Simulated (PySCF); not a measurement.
How methods differ on the ionisation energy of P⁺

P⁺ [Ne] 3s2 3p2 (3P) → P²⁺ [Ne] 3s2 3p1 (2P), as a difference of total energies. Calculation: PySCF 2.14, in aug-cc-pCVTZ-DK with one added diffuse shell each of s, p, d, f type (9s8p6d4f, 91 functions); scalar relativity by spin-free X2C-1e. Correlated levels: valence: [Ne] frozen; valence and next inner shell: 1s2 frozen; nothing frozen. The calculations carry no spin-orbit coupling.

```csv
method,ionisation energy (eV)
UHF,19.152
LDA,19.806
PBE,19.774
PBE0,19.810
r2SCAN,19.936
LC-wPBE,19.935
TPSS,19.825
PW91,19.834
M06-L,19.671
MP2 (valence),19.606
SCS-MP2 (valence),19.515
MP2 (valence and next inner shell),19.627
SCS-MP2 (valence and next inner shell),19.534
MP2 (all electrons),19.629
SCS-MP2 (all electrons),19.535
```

Problem. How much does correlation contribute at MP2 (all electrons)?

Solution. 19.629 − (19.152) = 0.477 eV, measured against UHF.

A first-order spin-orbit estimate (lowest level to lowest level, LS coupling) adds -0.007 eV.

Errors of the correlated levels include the incompleteness of this basis and the frozen core.

For comparison: 19.769 eV (semi-empirical (NIST evaluation); NIST Atomic Spectra Database, ionization energies).
